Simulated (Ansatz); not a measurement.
A nudged elastic band was laid between two geometries of CH$_{8}$GeSSi (12 atoms, charge 0, multiplicity 1).

The calculation used Ansatz, RKS PBE-D4/def2-SVP.

```
movable images  : 5
climbing image  : yes
spring          : 5.0 eV/Å²
optimiser       : quadratic models (default)
start path      : through a guess of the saddle point
force threshold : 0.05 eV/Å
iteration limit : 60
end points      : relaxed
```

First end point:

```xyz
12
Properties=species:S:1:pos:R:3
Si -0.629 2.407 0.421
S -1.204 0.394 -0.088
C 0.449 -0.411 -0.024
Ge 0.269 -2.339 -0.449
H -1.892 3.220 0.413
H 0.014 2.464 1.783
H 0.350 2.966 -0.579
H 1.139 0.052 -0.760
H 0.895 -0.310 0.987
H -0.328 -2.498 -1.869
H 1.677 -2.990 -0.393
H -0.662 -3.009 0.592
```

Last end point:

```xyz
12
Properties=species:S:1:pos:R:3
Si -0.603 2.379 0.590
S -1.081 0.278 0.610
C 0.419 -0.377 -0.232
Ge 0.274 -2.346 -0.417
H -1.757 3.079 1.250
H 0.670 2.661 1.345
H -0.430 2.887 -0.818
H 0.526 0.067 -1.244
H 1.331 -0.141 0.353
H 1.550 -2.868 -1.129
H 0.155 -2.987 0.987
H -0.978 -2.690 -1.262
```

(1) Which bonds break or form, and what moves?

(2) Give the energies along the band, and the barrier.

(3) What is the geometry of the highest image?

(4) What are the harmonic wavenumbers there?

Answers

(1) No bond is made or broken. The dihedral S2–C3–Ge4–H12 goes from -60 to 60°. The two ends are copies of one structure, up to a mirror image or an exchange of like atoms.

(2) It converged. The highest image is number 3 of 0 to 6, 4.8 kJ/mol above the ends, which have the same energy within 2 meV. A vibrational analysis at the climbing image gives one clearly imaginary mode, 110i cm⁻¹: a first-order saddle point.

```csv
image,path coordinate (Å),energy (kJ/mol),dihedral S2–C3–Ge4–H12 (°)
0,0.00,0.0,-60
1,0.73,0.9,-43
2,1.46,3.3,-22
3,2.19,4.8,0
4,2.91,3.4,22
5,3.63,1.0,43
6,4.35,0.0,60
```

(3) 
```xyz
12
Properties=species:S:1:pos:R:3:forces:R:3
Si -0.629 2.389 0.531 0.00 0.01 0.00
S -1.184 0.313 0.364 0.01 -0.01 -0.01
C 0.443 -0.383 -0.147 -0.03 0.01 0.01
Ge 0.277 -2.346 -0.438 0.00 0.00 0.00
H -1.869 3.128 0.947 0.00 0.00 0.00
H 0.456 2.587 1.558 0.00 0.00 0.00
H -0.126 2.928 -0.784 0.00 0.00 0.00
H 0.786 0.090 -1.090 0.01 0.00 0.00
H 1.205 -0.198 0.638 0.01 0.00 -0.01
H 0.660 -2.683 -1.903 0.00 0.00 0.00
H 1.239 -3.092 0.523 0.00 0.00 0.00
H -1.181 -2.788 -0.165 0.00 0.00 0.00
```

(4) 110i, 44, 108, 135, 165, 485, 504, 506, 575, 595, 657, 721, 751, 807, 855, 855, 880, 882, 930, 1048, 1104, 1367, 2081, 2093, 2104, 2145, 2149, 2185, 2993, 3064 cm⁻¹.

The run took 110 s on 2 threads of Arm Neoverse V1, with other jobs on the host, peak memory 0.17 GiB.
